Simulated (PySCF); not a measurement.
Gas-phase reaction: 2 InI + 6 H = 2 InH₃ + I₂

Method: PySCF energies (xtb for GFN2) plus ideal-gas RRHO corrections (1 bar). † marks an energy on the PBE0/def2-TZVP geometry and frequencies; other levels use their own. Open shells (unrestricted): H (multiplicity 2); the rest are closed-shell singlets. GFN2 has no spin-polarisation term. B3LYP is the form with VWN-RPA correlation. I, In: scalar-relativistic def2 core potential, no spin-orbit coupling. InH₃: computed as isolated molecules; such fragments, hydroxides, amides, oligomers or adducts are transient or little studied in the gas. The harmonic model lacks anharmonicity and excited electronic states, which grow with temperature; levels with a mode under 35 cm⁻¹ are left out.

| level | ΔE electronic, kJ | ΔH°(298 K), kJ | ΔS°(298 K), J/K | ΔG°(1800 K), kJ |
|---|---|---|---|---|
| B3LYP/def2-TZVP† | -924 | -863 | -505 | 120 |
| GFN2-xTB | -1034 | -984 | -502 | -14 |
| PBE0/def2-QZVP† | -903 | -842 | -505 | 141 |
| PBE0/def2-SVP† | -866 | -805 | -505 | 178 |
| PBE0/def2-TZVP | -895 | -834 | -505 | 149 |
| ωB97M-V/def2-TZVP† | -965 | -904 | -505 | 79 |
| ωB97X-V/def2-TZVP† | -970 | -909 | -505 | 74 |
ΔH° is lowest at GFN2-xTB and highest at PBE0/def2-SVP†. No reference value is set beside these.
